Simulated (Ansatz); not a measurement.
Te2Au3. Charge 0, multiplicity 2. Geometry PBE-D4/def2-SVP, basis def2-TZVP, Ansatz.

```xyz
5

Au   -1.3773    0.4183   -1.5089
Au    1.1661    1.4289    1.1257
Au   -0.4390   -0.5747    2.0374
Te   -0.6237   -1.8199   -0.2884
Te    1.2739    0.5473   -1.3657
```

```json
{"run": "A", "HOMO (eV)": "-5.34", "LUMO (eV)": "-3.60"}
{"run": "B", "HOMO (eV)": "-6.26", "LUMO (eV)": "-2.70"}
{"run": "C", "HOMO (eV)": "-4.75", "LUMO (eV)": "-4.33"}
{"run": "D", "HOMO (eV)": "-5.01", "LUMO (eV)": "-4.70"}
{"run": "E", "HOMO (eV)": "-4.93", "LUMO (eV)": "-4.25"}
```

In the def2 sets Au, Te take a core potential; there is no spin–orbit coupling. No other spin state of charge 0 was run. Another isomer (doublet) lies 0.98 eV lower at PBE0-D4/def2-TZVP; other spin states weren't run for this one.

HOMO and LUMO are taken over both spins.

**Question.** The runs used CAM-B3LYP, LDA (SPW92), PBE, PBE0, r2SCAN. Estimate which is which.

**Answer.** A PBE0 (25 % exact exchange); B CAM-B3LYP (range-separated); C PBE (0 % exact exchange); D LDA (SPW92) (0 % exact exchange); E r2SCAN (0 % exact exchange). Exact exchange lowers occupied and raises empty levels; among semilocal functionals meta-GGAs tend to open the gap a little, and such runs are hard to tell apart. The gap grows from 0.31 eV (LDA (SPW92)) to 3.56 eV (CAM-B3LYP).
